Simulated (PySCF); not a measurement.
**Worked example: oscillator strength and radiative lifetime**

CH6FNSi, SMILES CN[SiH2]F.

Geometry: PBE0-D3(BJ)/def2-SVP. The values are those of a single conformer.

PySCF with TDA-PBE0/def2-SVPD puts the first singlet state with f over 0.02 at 7.38 eV (vertical), with the transition dipole (-0.525, 0.019, 0.009) in atomic units.

Find the oscillator strength, the wavelength and the radiative lifetime that this transition would have in vacuum if emission retraced absorption.


|μ|² = 0.2761 au, so |μ| = 1.34 D. ΔE = 7.38/27.211 = 0.2712 hartree. f = (2/3) ΔE |μ|² = 0.050 (the program prints 0.050).
λ = 1239.84/7.38 = 168 nm; ν = 59524 cm⁻¹.
Einstein's coefficient A = 0.6670 ν² f s⁻¹ (ν in cm⁻¹) = 1.2e8 s⁻¹, so τ = 1/A = 8.5 ns. This state is S2; the lower singlet has f = 0.006. The figure is the radiative limit of this one transition; relaxation, internal conversion, crossing to triplets and a medium change what is measured.
